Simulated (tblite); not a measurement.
C₇H₆NP.
SMILES: `Cc1cc(C#N)ccp1`

All values are computed: GFN2-xTB (tblite) harmonic vibrations without scaling, gas phase. Errors from tens to a few hundred cm⁻¹ against measured bands are possible.

Harmonic wavenumbers (cm⁻¹): 57.7, 105.8, 128.9, 159.3, 284.9, 300.9, 347.9, 381.6, 478.0, 509.7, 533.6, 598.1, 614.4, 743.1, 786.7, 824.6, 877.9, 908.8, 947.2, 1017.1, 1019.9, 1138.3, 1185.6, 1222.1, 1272.8, 1376.6, 1382.3, 1402.5, 1458.7, 1473.9, 1481.2, 1556.7, 2369.6, 2999.0, 3011.7, 3030.6, 3040.7, 3042.7, 3058.5.

A = 2669, B = 1030, C = 746.7 MHz; mass 135.024 u (most abundant isotopes); point group Cs, symmetry number 1.

What is the zero-point energy?

Half the sum of the wavenumbers: 23565 cm⁻¹ = 67.38 kcal/mol.

What is S at 273.15 K and 1 bar for an ideal gas of classical rigid rotors and harmonic oscillators?

Translation 40.20, rotation 29.18, vibration 20.70: S = 90.1 cal/(mol K).

And Cp and H(273.15 K) − H(0)?

Cp = 31.43 cal/(mol K), of which vibrations give 23.48 (their classical limit is 39 R = 77.5); H(273.15 K) − H(0) = 5.30 kcal/mol without the zero-point energy, 3.12 from vibrations.

How do the functions run with temperature in this model?

| T (K) | S (cal/(mol K)) | Cp (cal/(mol K)) | H − H(0) (kcal/mol) | G − H(0) (kcal/mol) | ln q(vib) |
| --- | --- | --- | --- | --- | --- |
| 150 | 74.8 | 20.6 | 2.09 | -9.13 | 2.11 |
| 250 | 87.4 | 29.4 | 4.59 | -17.25 | 4.17 |
| 298.15 | 92.9 | 33.6 | 6.11 | -21.60 | 5.19 |
| 400 | 103.9 | 41.5 | 9.94 | -31.63 | 7.35 |
| 600 | 123.2 | 53.4 | 19.52 | -54.39 | 11.55 |
| 900 | 147.1 | 64.3 | 37.32 | -95.06 | 17.47 |

q(vib) and H(0) count from the zero-point level.

What must be added to the electronic energy to get the Gibbs energy at 273.15 K and 1 bar?

ZPE + [H(273.15 K) − H(0)] − T·S = 67.38 + 5.30 − 24.60 = 48.08 kcal/mol.

Which modes carry the vibrational entropy at 273.15 K?

57.7 cm⁻¹: 4.36; 105.8 cm⁻¹: 3.17; 128.9 cm⁻¹: 2.79; 159.3 cm⁻¹: 2.39; 284.9 cm⁻¹: 1.36; 300.9 cm⁻¹: 1.27 cal/(mol K); the other 33 give 5.35 together.

Hindered rotation and anharmonicity are outside this model.
